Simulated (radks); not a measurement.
Task: Br2+, 33 electrons, occupied as [Ar] 3d9 4s2 4p3 5s1 (not the ground configuration). All-electron calculation, scalar-relativistic Kohn-Sham, BLYP, spin-polarised, spherical densities, finite nucleus; open shells are filled with parallel spins first; Fermi nuclear charge, rms radius 4.1629 fm. Program: a radial shooting solver on a logarithmic mesh with Libxc functionals. Some entries of the table are withheld. Estimate them.

orbital  occ.  eigenvalue (eV)  <r^2> (bohr^2)
1s up       1        -13368.31        0.002461
1s down     1        -13367.99        0.002461
2s up       1        -1782.341         0.04237
2s down     1        -1781.087         0.04234
2p up       3        -1577.954         0.03350
2p down     3        -1576.857         0.03347
3s up       1        -282.5652          0.3434
3s down     1        -280.5317          0.3438
3p up       3        -217.8798          0.3628
3p down     3        -215.8197          0.3631
3d up       5        -111.0624          0.3992
3d down     4        -108.8667          0.3986
4s up       1         -51.0017           2.545
4s down     1         -47.7471           2.586
4p up       3         -35.9742             (1)
4p down     0         -32.8887             (2)
4d up       0         -16.0406           7.079
5s up       1         -14.8990           14.59
4d down     0         -13.8908           7.941
5p up       0         -11.2607           19.94

Result: 
(1) 4p up <r^2> (bohr^2): 3.312
(2) 4p down <r^2> (bohr^2): 3.449
